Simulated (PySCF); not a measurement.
Potential energy curve for SMILES CI (CH3I). The C1–I5 bond (C1 also carries H, H, H; I5 carries nothing else) is varied alone, starting from the PBE0/def2-TZVP, def2 effective core potentials past Kr optimised geometry.

NEVPT2 = SC-NEVPT2 on CASSCF(2,2)/def2-SVP, all electrons correlated, def2 effective core potentials past Kr in PySCF; UKS-PBE0 = PySCF with unrestricted PBE0/def2-SVP, def2 effective core potentials past Kr.

Energies relative to the lowest point of each curve near equilibrium, in mEh:

| R / Å | NEVPT2 |
|---|---|
| 1.59 | 225.0 |
| 2.04 | 4.9 |
| 2.13 | 0.3 |
| 2.18 | 0.0 |
| 2.32 | 5.0 |
| 2.48 | 16.9 |
| 2.84 | 48.9 |
| 3.16 | 72.3 |
| 3.87 | 97.1 |
| 4.71 | 102.5 |
| 5.20 | 103.1 |
| 7.48 | 103.6 |

Problem. Predict the corresponding UKS-PBE0 column.

Solution. 1.59: 212.8; 2.04: 3.4; 2.13: 0.0; 2.18: 0.3; 2.32: 6.9; 2.48: 20.3; 2.84: 57.2; 3.16: 82.6; 3.87: 102.8; 4.71: 107.9; 5.20: 108.6; 7.48: 109.0 (mEh).

The unrestricted determinant behind UKS-PBE0 is spin-contaminated at 3.16 to 7.48 Å (<S²> up to 1.0, against 0.00 for a pure singlet).
